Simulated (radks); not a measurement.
Problem. The oxygen ion O2+, 6 electrons, occupied as [He] 2s2 2p2. Calculated with a radial shooting solver on a logarithmic mesh with Libxc functionals: Dirac Kohn-Sham, BP86, spin-unpolarised, spherical densities, finite nucleus; open shells fill j = l - 1/2 first; Fermi nuclear charge, rms radius 2.6991 fm. Some entries of the table are withheld. Estimate them.

| orbital | occ. | eigenvalue (hartree) | <r^2> (bohr^2) |
|---|---|---|---|
| 1s1/2 | 2 | -20.51446 | 0.05361 |
| 2s1/2 | 2 | (1) | (2) |
| 2p1/2 | 2 | -1.59274 | 1.246 |
| 2p3/2 | 0 | -1.59080 | 1.249 |

Solution. 
(1) 2s1/2 eigenvalue (hartree): -2.14782
(2) 2s1/2 <r^2> (bohr^2): 1.256
